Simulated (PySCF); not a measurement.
Gas-phase reaction: Ge(CH3)4 + C4H10 (n-butane) + CH3CCl3 → GeHCl3 + 2 CH3C(CH3)2CH3

Energies from PySCF (xtb for GFN2), thermal terms from the rigid-rotor harmonic-oscillator model, ideal gas at 1 bar. S°(298 K) at PBE0/def2-TZVP differs from the NASA 1993 table for C4H10 (n-butane) (-9 J/mol/K); whether the harmonic model or the table's entry is off was not settled. † marks an energy on the PBE0/def2-TZVP geometry and frequencies; other levels use their own. MP2 and CCSD(T) freeze the core. 6-31G* has spherical d functions here. All species are closed-shell singlets. Ge: all electrons, no relativistic terms. MP2 isn't extrapolated to the basis-set limit; its ΔH°(298 K) is -357.0 kJ in def2-SVP and -311.1 kJ in def2-TZVPP. CCSD(T) isn't extrapolated to the basis-set limit. The harmonic model lacks anharmonicity and excited electronic states, which grow with temperature; levels with a mode under 35 cm⁻¹ are left out. Internal rotation in Ge(CH3)4, C4H10 (n-butane), CH3CCl3, CH3C(CH3)2CH3 is treated as a harmonic vibration of one conformer, which makes the entropy rough.

```csv
level,"ΔE electronic, kJ","ΔH°(298 K), kJ","ΔS°(298 K), J/K","ΔG°(1400 K), kJ"
BLYP/def2-TZVP†,-292,-284,-57,-191
CCSD(T)/def2-SVP†,-366,-358,-57,-265
GFN2-xTB,-514,-502,-60,-404
HF/6-31G*,-373,-362,-56,-270
M06-2X/def2-TZVP†,-338,-329,-57,-236
MP2/def2-SVP†,-366,-357,-57,-264
PBE/def2-TZVP†,-295,-286,-57,-193
PBE0/def2-TZVP,-315,-307,-57,-214
```
ΔH° is lowest at GFN2-xTB and highest at BLYP/def2-TZVP†. No reference value is set beside these.
